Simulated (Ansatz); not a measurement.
```csv
atom,x (Å),y (Å),z (Å)
O,0.0000,0.0000,0.0000
C,0.0000,1.1689,0.7885
C,0.0000,-1.1689,0.7885
H,0.0000,2.0452,0.1401
H,-0.8898,1.1833,1.4178
H,0.8898,1.1833,1.4178
H,0.0000,-2.0452,0.1401
H,0.8898,-1.1833,1.4178
H,-0.8898,-1.1833,1.4178
```

Basis set: 6-31G* (spherical functions). Correlated methods keep 3 orbitals frozen. Charge 0, multiplicity 1.

Computed with Ansatz (development build ahead of 0.2.0); each method stands on the lowest determinant of its kind that the runs found. Restricted open shells among the atoms or ions are ROHF, correlated in semicanonical orbitals with singles.

Question: Give the atomization energy at this shape (free ground-state atoms in the same class of orbitals less the molecule, no zero-point energy) of singlet C₂H₆O by RHF-MP2, RHF.

Answer:

```csv
method,atomization energy
RHF-MP2,31.75 eV
RHF,25.60 eV
```
